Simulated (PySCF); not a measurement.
**Two-photon absorption: SMILES CSc1cc[cH-]c1, [C$_{6}$H$_{7}$S]-, charge -1**

Cartesian coordinates in Å; atom numbers follow the order of the lines, from 1:
```xyz
14

C     2.7155   -0.1779    0.5193
S     1.7293   -0.8571   -0.8563
C     0.1065   -0.3154   -0.4714
C    -0.8429   -1.0219    0.3114
C    -2.0074   -0.2410    0.3727
C    -1.7873    0.9473   -0.3702
C    -0.4856    0.9032   -0.8928
H     2.6462    0.9209    0.5415
H     3.7691   -0.4720    0.3730
H     2.3596   -0.5736    1.4832
H    -0.6765   -2.0006    0.7687
H    -2.9315   -0.5071    0.8956
H    -2.5120    1.7542   -0.5181
H     0.0025    1.6552   -1.5181
```

Total charge -1.

Method used: TDDFT CAM-B3LYP/aug-cc-pVDZ excited states, vertical, gas phase in PySCF. Geometry: PBE0-D3(BJ)/def2-SVP.

For a gas-phase anion, states above the detachment energy (about 1.8 eV, taken as minus the energy of the highest occupied orbital) lie in the continuum and depend on the basis.

**Question.** How strongly do the lowest singlets absorb one photon, and two photons of half the energy?

**Answer.** δ for parallel linear polarisation; σ at the peak of a Lorentzian of half width 0.1 eV, single beam; Ω is circular over linear.
| state | E (eV) | f | photon λ (nm) | δ (au) | σ (GM) | Ω | main |
| --- | --- | --- | --- | --- | --- | --- | --- |
| S1 | 3.13 | 0.012 | 792 | 4020 | 14.46 | 0.77 | HOMO→LUMO+1 0.62, HOMO→LUMO 0.33 |
| S2 | 3.19 | 0.000 | 778 | 779 | 2.90 | 1.50 | HOMO−1→LUMO+1 0.74, HOMO−1→LUMO 0.18 |
| S3 | 3.29 | 0.065 | 754 | 5000 | 19.82 | 0.38 | HOMO→LUMO 0.57, HOMO→LUMO+1 0.32 |
| S4 | 3.41 | 0.002 | 726 | 22.3 | 0.10 | 1.48 | HOMO−1→LUMO 0.56, HOMO→LUMO+2 0.17 |
| S5 | 3.48 | 0.018 | 713 | 115 | 0.51 | 1.27 | HOMO−1→LUMO+2 0.93 |
| S6 | 3.49 | 0.000 | 710 | 64.3 | 0.29 | 1.50 | HOMO→LUMO+2 0.78, HOMO−1→LUMO 0.11 |

Among these, the strongest one-photon state is S3, the strongest two-photon state S3.
